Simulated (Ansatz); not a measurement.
The cluster FeCl3⁻: single points at one geometry.

```yaml
crystal:
  periodic: [false, false, false]
  atoms:
    - {symbol: Fe, position_ang: [0.073990, 0.012227, -0.028995]}
    - {symbol: Cl, position_ang: [-1.376203, 0.506799, -1.464592]}
    - {symbol: Cl, position_ang: [0.694515, -1.998862, 0.105292]}
    - {symbol: Cl, position_ang: [0.607697, 1.479835, 1.388285]}
basis:
  gaussian: {orbitals: def2-TZVPD}
total_charge: -1
magnetization: {spin_polarized: true, initial_magnetization: 2}
hamiltonian: {xc: pbe0, dispersion: d4}
scf: {omitted_lower_state_checks: [starts]}
output: {orbitals: {seedname: orbitals}}
```

The file start.molden holds the orbitals of an earlier run on this structure, at another level or in another basis.

```sh
$ ansatz run in.yaml --threads 4 --pin off --events-out ev --progress --plain --max-ram 3916MiB
```

Shortened log:

```
Functional definition: PBE0
1466 factors; their error is unknown
mean field evaluation 1: about -71942.4767 eV, gradient 1.2e1 eV
mean field evaluation 2: about -71940.8234 eV, gradient 3.1e1 eV
mean field evaluation 4: about -71943.3865 eV, gradient 2.2e0 eV
mean field evaluation 8: about -71943.4360 eV, gradient 1.2e0 eV
mean field evaluation 16: about -71944.5283 eV, gradient 1.1e-1 eV
mean field evaluation 32: about -71944.5297 eV, gradient 1.0e-5 eV
mean field -71944.52965812 eV, -2643.9126991822 hartree, gradient 3.0e-6 eV, S^2 3.002036; 0 other end points of the search recorded, 0 dependent functions left out
reference -71944.52970256 eV, -2643.9127008154 hartree; 40, 38 occupied and 146, 148 virtual orbitals, 1466 factors
Total energy: -71944.66438029 eV, -2643.9176501305 hartree
Checks for a lower state left out: starts
```

Run time 28 s (4 threads of Intel Xeon Platinum 8559C on a shared host), peak host memory 1.1 GiB.

As the first input, with `gaussian: {orbitals: def2-TZVPD, initial_orbitals: start.molden}`, `hamiltonian: {xc: pbe, dispersion: d4}` (abridged; 25 s):

```
Functional definition: PBE
mean field evaluation 16: about -71941.5259 eV, gradient 2.3e-5 eV
mean field evaluation 32: about -71941.5259 eV, gradient 1.7e-6 eV
mean field -71941.52593272 eV, -2643.8023143096 hartree, gradient 1.7e-6 eV, S^2 2.956723
Total energy: -71941.68118318 eV, -2643.8080196589 hartree
Checks for a lower state left out: starts
```

First input, but with `gaussian: {orbitals: def2-TZVPD, initial_orbitals: start.molden}`, `hamiltonian: {xc: r2scan, dispersion: d4}` (abridged; 13 s):

```
Functional definition: r2SCAN
mean field evaluation 16: about -71960.3956 eV, gradient 1.2e-5 eV
mean field -71960.39558394 eV, -2644.4957612016 hartree, gradient 9.7e-6 eV, S^2 2.991828
Total energy: -71960.43025522 eV, -2644.4970353480 hartree
Checks for a lower state left out: starts
```

Geometry: PBE-D4/def2-SVP, that of the neutral doublet.

At PBE0-D4/def2-TZVPD, PBE-D4/def2-TZVPD, r2SCAN-D4/def2-TZVPD the charge -1 triplet is spin-contaminated (final ⟨S²⟩ up to 3.00, 2.00 for a pure state). The structure comes from a short search, and lower isomers may exist.
